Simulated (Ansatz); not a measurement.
Ideal-gas functions of `O[SiH]1OCO1` at 298.15 K and 1 bar, from an Ansatz frequency run at PBE0-D4/def2-TZVP.

Molar mass 92.13 g/mol, point group Cs (symmetry number 1), electronic degeneracy 1, moments of inertia 54.757, 136.054, 158.923 u Å². Harmonic wavenumbers (cm⁻¹, unscaled): 195, 199, 380, 390, 629, 732, 766, 797, 897, 919, 1004, 1024, 1097, 1152, 1167, 1380, 1552, 2311, 3042, 3097, 3910.

Use S(trans) = R[1.5 ln M + 2.5 ln T − 1.1517]; rotational temperatures θ = 24.2544 K / I; S(rot) = R[ln(√π/σ · √(T³/θAθBθC)) + 1.5]; for each mode x = 1.438777 ν̃/T, S = R[x/(eˣ − 1) − ln(1 − e⁻ˣ)] and H = RT x/(eˣ − 1); 1 cm⁻¹ = 0.0119627 kJ/mol; R = 8.31446 J/(mol·K).

**Question.** By hand: the entropy, in J/(mol·K).

**Answer.** Translation 165.3. Rotation: θ = 0.4429, 0.1783, 0.1526 K, giving 106.7. Vibration, mode by mode: 9.12, 8.96, 4.35, 4.18, 1.68, 1.13, 0.99, 0.88, 0.59, 0.54, 0.39, 0.36, 0.26, 0.21, 0.20, 0.08, 0.04, 0.00, 0.00, 0.00, 0.00, in all 34.0. Electronic 0.0. Sum 306.0 J/(mol·K).

**Question.** By hand: H − E and G − E in kJ/mol, counted from the electronic energy.

**Answer.** Zero-point energy ½ × 26640 × 0.0119627 = 159.3; thermal vibration 6.4; translation, rotation and pV give 4 RT = 9.9. H − E = 175.6 kJ/mol, and G − E = 175.6 − 298.15 × 306.0/1000 = 84.4 kJ/mol.

Vibration gives 11 % of the entropy. The sum counts one conformer and one mirror image; others add a mixing term.
